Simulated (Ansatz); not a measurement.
Frontier orbitals of H$_{4}$SSiSn (`[SiH2]1[S][SnH2]1`).

The species carries charge 0 and has multiplicity 1. Correlated methods include outer-core shells of Sn, which these sets cover unevenly. Sn takes the def2 core potential. Geometry: relaxed with PBE0-D4/def2-TZVP. Basis def2-TZVPP, Ansatz 0.2.0.

| functional | HOMO (eV) | LUMO (eV) | gap (eV) |
| --- | --- | --- | --- |
| PBE | -6.02 | -2.09 | 3.93 |
| revPBE | -5.97 | -2.02 | 3.95 |
| PBE0 | -6.94 | -1.34 | 5.60 |
| r2SCANh | -6.57 | -1.63 | 4.94 |
| BHLYP | -7.71 | -0.56 | 7.15 |
| ωB97M-V | -8.83 | 0.32 | 9.15 |

A quarter of exact exchange (PBE0) shifts PBE's HOMO by −0.92 eV and its LUMO by +0.75 eV; full exchange at long range (ωB97M-V) shifts them by −2.81 and +2.41 eV. The gap opens from 3.93 to 9.15 eV, since occupied levels lose self-interaction and empty ones feel all the electrons. A positive LUMO is unbound and depends on the basis.
